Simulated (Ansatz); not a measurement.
BCl2H2InO, SMILES `[OH][InH][B](Cl)Cl`, relaxed with RKS PBE0-D4/def2-TZVP in Ansatz from a PBE-D4/def2-SVP geometry. The force threshold is 0.005 eV/Å; the program also tests the step.

Charge 0, multiplicity 1. In takes the def2 core potential.

Start:

```xyz
7

O    -1.440   -0.880    1.510
In   -0.890   -0.253   -0.349
B     1.209    0.584   -0.589
Cl    1.542    2.287   -0.289
Cl    2.552   -0.455   -1.057
H    -0.717   -0.758    2.155
H    -2.256   -0.523   -1.382
```

| step | energy (eV) | largest force (eV/Å) | largest move (Å) |
| --- | --- | --- | --- |
| 1 | -32967.8122 | 0.741 | 0.000 |
| 2 | -32967.8378 | 0.288 | 0.070 |
| 3 | -32967.8438 | 0.299 | 0.055 |
| 4 | -32967.8476 | 0.178 | 0.038 |
| 5 | -32967.8490 | 0.088 | 0.012 |
| 6 | -32967.8492 | 0.078 | 0.018 |
| 7 | -32967.8496 | 0.031 | 0.008 |
| 8 | -32967.8498 | 0.004 | 0.010 |

End:

```xyz
7

O    -1.391   -0.868    1.493
In   -0.908   -0.256   -0.343
B     1.182    0.573   -0.574
Cl    1.518    2.264   -0.297
Cl    2.518   -0.459   -1.017
H    -0.688   -0.757    2.137
H    -2.231   -0.498   -1.399
```

Run time 20 s (4 threads of a server CPU on a shared host); peak host memory 0.64 GiB.
